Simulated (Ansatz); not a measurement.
`F[SiH2][GeH3]` + `C[SiH](Cl)[GeH3]` → `F[SiH](Cl)[GeH3]` + `C[SiH2][GeH3]` at 600 K and 1 bar (redistribution).

Calculated with Ansatz (gas phase, PBE0-D4/def2-TZVP geometries, no zero-point term in ΔE). CBS: MP2 limit from def2 TZ/QZ plus the TZ coupled-cluster correction, frozen cores. For Ge outer-core shells are correlated without core-valence functions, which leaves a few kJ/mol of doubt a bond. Scalar relativity is left out up to krypton.

| species | CCSD(T)/CBS energy (Eh) | H − E (kJ/mol) | S (J/(mol·K)) |
| --- | --- | --- | --- |
| `F[SiH2][GeH3]` | -2468.03899 | 164.2 | 400.7 |
| `C[SiH](Cl)[GeH3]` | -2867.29429 | 253.6 | 475.1 |
| `F[SiH](Cl)[GeH3]` | -2927.27769 | 154.4 | 441.0 |
| `C[SiH2][GeH3]` | -2408.05773 | 263.4 | 434.5 |

H − E and S are ideal-gas, rigid-rotor, harmonic terms from PBE0-D4/def2-TZVP, for one conformer and one mirror image of each species. 1 Eh = 2625.50 kJ/mol, R = 8.31446 J/(mol·K).

**Question.** By hand: ΔE, ΔH, ΔS and ΔG.

**Answer.** ΔE = (-2927.27769) + (-2408.05773) − (-2468.03899) − (-2867.29429) = -0.00214 Eh = -5.6 kJ/mol. Δ(H − E) = 154.4 + 263.4 − 164.2 − 253.6 = 0.0, so ΔH = -5.6 kJ/mol. ΔS = 441.0 + 434.5 − 400.7 − 475.1 = -0.3 J/(mol·K). ΔG = -5.6 − 600 × (-0.3)/1000 = -5.4 kJ/mol.

**Question.** By hand: the equilibrium constant, and the temperature at which ΔG would vanish if ΔH and ΔS stayed fixed.

**Answer.** log₁₀ K = −ΔG/(RT ln 10) = 0.5. ΔG = 0 at ΔH/ΔS = 18667 K, far beyond where these terms or the molecules hold.

The number of gas molecules stays the same, so ΔS is small and ΔH decides. The sign of ΔG lies within the doubt. A doubt of 5 kJ/mol in ΔE shifts log₁₀ K by 0.4 here. Other conformers and mirror images would add mixing entropy, several J/(mol·K) or more a flexible species. These are equilibria of isolated gas molecules and say nothing of rates. Largest T1 diagnostic: 0.012 (customary marks: 0.02 for closed shells, 0.045 for open ones).
